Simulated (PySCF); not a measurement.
Species: (LiF)4 cube, Li₄F₄.
Bonds: Li1–F2, Li1–F4, Li1–F6, F2–Li3, F2–Li7, Li3–F4, Li3–F8, F4–Li5, Li5–F6, Li5–F8, F6–Li7, Li7–F8.

Computed with PBE0-D3(BJ)/def2-SVP geometry optimisation, gas phase in PySCF.

(1) How far are the bound atoms from Li1?

(2) List the angles at Li1.

(3) What is the shape at Li1?

(4) Give some angles away from the centre.

(5) What are the rotational constants (commonest isotopes, rigid rotor)?

## Answers

(1) 3 atoms: F2 1.807 Å, F6 1.810 Å, F4 1.810 Å. The nearest atom not counted as bound is Li7, at 2.42 Å (others tie with it).

(2) 
| angle | degrees | distance of the outer atoms (Å) |
| --- | --- | --- |
| F4–Li1–F6 | 95.7 | 2.68 |
| F2–Li1–F6 | 95.7 | 2.68 |
| F2–Li1–F4 | 95.5 | 2.68 |

(3) Pyramidal: angles 95.7°, 95.7° and 95.5°, sum 286.9°, 0.94 Å off the plane of its three neighbours. Differences among atoms that Td makes equivalent are scatter left by the optimiser.

(4) Li1–F2–Li3 84.2°.

(5) A = 2853, B = 2848, C = 2842 MHz: a spherical top.

Point group: Td (tolerance 0.08 Å). Charge 0, singlet. No PBE0-D3(BJ)/def2-SVP frequencies stand behind this structure, so it isn't proved a minimum.

One conformer stands for the species.
